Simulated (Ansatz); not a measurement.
Basis-set extrapolation for C3H9AlO, SMILES `C[CH2][Al]([CH3])[OH]` (PBE0-D4/def2-TZVP geometry, frozen core, the Gaussian-basis code of Ansatz). Multiplicity 1, RHF reference.

```json
{"": "HF", "def2-TZVPP": "-435.781807", "def2-QZVPP": "-435.798588"}
{"": "MP2 correlation", "def2-TZVPP": "-0.857545", "def2-QZVPP": "-0.916868"}
{"": "CCSD(T) correlation", "def2-TZVPP": "-0.937531", "def2-QZVPP": "not run"}
```

Energies in hartree. Use E(X) = E(∞) + A·exp(−7.88·√X) for Hartree–Fock and E(X) = E(∞) + B·X^(−2.97) for correlation, with X = 3 and 4, and add CCSD(T) minus MP2 of the smaller set to the MP2 limit.

Task: What is the CCSD(T) energy at the basis-set limit?

Result: HF limit: -435.798588 + (-0.016781) × 0.13774 = -435.80090. MP2 limit: -0.916868 + (-0.059323) × 0.74074 = -0.96081. Higher-order term: -0.937531 − (-0.857545) = -0.07999. Total: -436.84170 hartree, 3.33 eV below CCSD(T)/def2-TZVPP.
